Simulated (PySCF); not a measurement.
SMILES CCCCC#N, GFN2-xTB optimised geometry.

```
15

C      2.06     1.43     0.08
C      1.51     0.01     0.04
C     -0.02     0.00     0.04
C     -0.56    -1.43     0.00
C     -2.00    -1.43     0.00
N     -3.15    -1.41     0.00
H      1.72     2.00    -0.78
H      1.72     1.95     0.98
H      3.15     1.42     0.08
H      1.88    -0.49    -0.86
H      1.88    -0.54     0.91
H     -0.38     0.55    -0.83
H     -0.39     0.50     0.94
H     -0.22    -1.95    -0.90
H     -0.22    -2.00     0.87
```

Density from PBE0/def2-TZVP (PySCF) at that geometry.

Minimum of the electron density along straight lines between bonded atoms, close to the bond critical point (lines longer than 1.1 times the sum of covalent radii, or with two minima, are not listed):

```
bond    length / Å  ρ at the minimum / e bohr⁻³  ∇²ρ there / e bohr⁻⁵  position (fraction from the first atom)
------  ----------  ---------------------------  --------------------  ---------------------------------------
C1–C2        1.523                        0.246                 -0.61                                     0.50
C2–C3        1.527                        0.247                 -0.61                                     0.50
C3–C4        1.534                        0.241                 -0.58                                     0.48
C4–C5        1.440                        0.279                 -0.79                                     0.45
C5–N6        1.143                        0.503                 -0.01                                     0.35
C1–H7        1.088                        0.279                 -0.96                                     0.64
C1–H8        1.088                        0.279                 -0.96                                     0.64
C1–H9        1.087                        0.280                 -0.96                                     0.64
C2–H10       1.093                        0.278                 -0.95                                     0.64
C2–H11       1.093                        0.278                 -0.95                                     0.64
C3–H12       1.092                        0.280                 -0.96                                     0.64
C3–H13       1.093                        0.280                 -0.96                                     0.64
C4–H14       1.094                        0.278                 -0.95                                     0.65
C4–H15       1.094                        0.278                 -0.95                                     0.65
```
